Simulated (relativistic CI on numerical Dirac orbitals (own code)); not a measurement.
**Radial parameters of Pb⁶⁴⁺**

These numbers are calculated, not measured: Dirac-Coulomb-Breit CI, KLI orbitals optimised for each configuration, model QED, unscaled Slater integrals (own radial code, finite nucleus).

Slater integrals F^k, G^k are unscaled and averaged over j, outside the closed core [Ne]; ζ comes from projecting the Hamiltonian with its Breit term on Σ l·s of the shell.

- 3s2 3p5 3d: ζ(3p) = 3.0586e+06, F^2(3p,3d) = 606530, G^1(3p,3d) = 632150, G^3(3p,3d) = 425740, ζ(3d) = 406600 cm⁻¹; <r>(3p) = 0.162, <r^2>(3p) = 0.03049, <r>(3d) = 0.1447, <r^2>(3d) = 0.02417 (bohr units).
- 3s 3p6 3d: G^2(3s,3d) = 494290, ζ(3d) = 408110 cm⁻¹; <r>(3s) = 0.1635, <r^2>(3s) = 0.03063, <r>(3d) = 0.1448, <r^2>(3d) = 0.02419 (bohr units).
- 3s2 3p5 4s: ζ(3p) = 3.0826e+06, G^1(3p,4s) = 83099 cm⁻¹; <r>(3p) = 0.1614, <r^2>(3p) = 0.03027, <r>(4s) = 0.3082, <r^2>(4s) = 0.1072 (bohr units).

Averages of the first 10 configurations, taken without configuration mixing, which lowers the lowest level and can move excited configurations by several eV; other configurations of the list can lie among them:

```json
{"Configuration": "3s2 3p6", "Parity": "even", "States": "1", "Average energy above the lowest level (eV)": "0.5"}
{"Configuration": "3s2 3p5 3d", "Parity": "odd", "States": "60", "Average energy above the lowest level (eV)": "558.0"}
{"Configuration": "3s 3p6 3d", "Parity": "even", "States": "20", "Average energy above the lowest level (eV)": "1194.5"}
{"Configuration": "3s2 3p5 4s", "Parity": "odd", "States": "12", "Average energy above the lowest level (eV)": "3259.8"}
{"Configuration": "3s2 3p5 4p", "Parity": "even", "States": "36", "Average energy above the lowest level (eV)": "3505.4"}
{"Configuration": "3s2 3p5 4d", "Parity": "odd", "States": "60", "Average energy above the lowest level (eV)": "3736.1"}
{"Configuration": "3s 3p6 4s", "Parity": "even", "States": "4", "Average energy above the lowest level (eV)": "3899.5"}
{"Configuration": "3s2 3p5 4f", "Parity": "even", "States": "84", "Average energy above the lowest level (eV)": "3875.9"}
{"Configuration": "3p6 3d2", "Parity": "even", "States": "45", "Average energy above the lowest level (eV)": "2402.0"}
{"Configuration": "3p5 3d3", "Parity": "odd", "States": "720", "Average energy above the lowest level (eV)": "2956.6"}
```
